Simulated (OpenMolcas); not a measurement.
Yb3+ among 6 point charges of -1 e arranged as a trigonal antiprism (D3d), with a polar angle of 53.6° against the regular 54.74°.

```
Program             : OpenMolcas
Method              : SS-CASPT2, IPEA 0.25 Eh, imaginary shift 0.1 Eh (closed shells correlated: 5s 5p)
Basis               : ANO-RCC-VDZP [7s6p4d2f1g]
Scalar Hamiltonian  : DKH2, point nucleus
Active space        : 13 electrons in 7 orbitals (4f)
State averaging     : 2S+1 = 2 odd, 7 roots
Spin-orbit coupling : RASSI with atomic mean-field integrals over the reference wave functions
```

All point charges move together. At R = 2.4 Å the width of the lowest J multiplet is 304 cm-1, and at R = 2.53 Å it is 237 cm-1.

Problem. A third run gives 450 cm-1. What distance was it run at?

Solution. With a power law R^-n the two known points give n = -ln(237 / 304) / ln(2.53 / 2.4) = 4.72. Then R = 2.4 × (304 / 450)^(1/4.72) = 2.209 Å. The run was at 2.2 Å, so the estimate is off by +0.009 Å.

Roots that are degenerate in the reference are averaged as groups; the widest CASPT2 spread within a group is 12 cm-1 (the 2-fold group of multiplicity 2 near 0 cm-1 above the lowest state of its run, R = 2.53). Shifts and gaps below about the spread of the groups concerned are not significant. Point charges carry no covalency, so the field is a model and not that of real ligands. No measured value stands beside these numbers.
